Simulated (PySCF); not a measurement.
Static response to an electric field

C₄H₁₀GeO.
Geometry (PBE0-D3(BJ)/def2-SVP, Å), atoms numbered from 1 in this order:
```
atom  x, y, z in Å
C1     2.2339   -1.2622    0.0965
C2     1.2304   -0.5715   -0.4493
C3     0.2266    0.2391    0.3046
Ge4    0.6318    2.1752    0.1549
O5    -1.0819    0.1066   -0.1941
C6    -1.6496   -1.1523    0.0328
H7     2.9688   -1.7830   -0.5222
H8     2.3634   -1.3211    1.1825
H9     1.1241   -0.5328   -1.5415
H10    0.2677   -0.0232    1.3828
H11    0.6326    2.5727   -1.3312
H12   -0.4435    2.9758    0.9104
H13    2.0188    2.4537    0.7656
H14   -1.7208   -1.3781    1.1151
H15   -1.0706   -1.9639   -0.4461
H16   -2.6631   -1.1409   -0.3915
```

Level: wB97X-D/def2-SVPD (PySCF), static field, nuclei fixed, core orbitals frozen in the response. The polarisability tensor in these axes (au):

```
x   92.15 -5.78  2.00
y   -5.78 96.95 -0.31
z    2.00 -0.31 75.08
```

**Question.** What are the eigenvalues, a third of the trace, and Δα (Δα² = ½Σ(αi − αj)² over the three pairs)?

**Answer.** Principal values 74.84, 88.46 and 100.89 au; mean 88.06 au = 13.05 Å³ = 14.52 × 10⁻⁴⁰ C²·m²/J; Δα = 22.57 au (26 % of the mean).

**Question.** What is the dipole moment, and where does it point?

**Answer.** (0.30, -1.25, 0.54) D, 1.40 D in size, pointing from the negative to the positive side. Measured along this direction, the outermost atoms are H11 at the negative end and H8 and H7 at the positive end.

**Question.** How large is μ²/3kT at 250 K beside α?

**Answer.** In Gaussian units μ²/3kT = 18.87 Å³ against 13.05 Å³, a ratio of 1.45; the Debye molar polarisation (4π/3)N_A(α + μ²/3kT) is 80.5 cm³/mol, leaving out the vibrational part.

**Question.** What are the principal values of the traceless quadrupole moment, Θ = ½Σq(3rr − r²1), about the centre of nuclear charge?

**Answer.** -2.05, 0.31, 1.74 D·Å. The values depend on the origin, since the dipole doesn't vanish. The electronic extent ⟨r²⟩ about the same centre is 1107 bohr², a root-mean-square distance of 2.05 Å for the 74 electrons.

**Question.** In TDDFT the mean static polarisability is Σ f/ω² over all singlet excitations (ω in hartree). How much of it do the 10 lowest give? Their energies (eV) and oscillator strengths: 6.53, 0.2558; 6.70, 0.1113; 7.24, 0.0085; 7.68, 0.0071; 7.79, 0.0295; 7.92, 0.0566; 7.99, 0.1257; 8.05, 0.0175; 8.22, 0.1353; 8.32, 0.0197.

**Answer.** They add up to 10.86 au, 12.3 % of the 88.06 au; the largest single term is 4.44 au, from the state at 6.53 eV. Terms in order: 4.44, 1.83, 0.12, 0.09, 0.36, 0.67, 1.46, 0.20, 1.48, 0.21 au. Higher excitations give the rest. The strengths listed sum to 0.767.

**Question.** Directions of the eigenvectors, and the extent of the frame along each?

**Answer.** Largest value along (-0.56, 0.83, -0.05), where the nuclei span 5.77 Å; middle along (0.82, 0.56, 0.11), 5.99 Å; least along (-0.12, -0.02, 0.99), 3.00 Å. The strongest response doesn't lie along the longest of the three spans.

The structure is a single PBE0-D3(BJ)/def2-SVP conformer in the gas phase; no vibrational or solvent corrections. The calculation is non-relativistic, for germanium too.
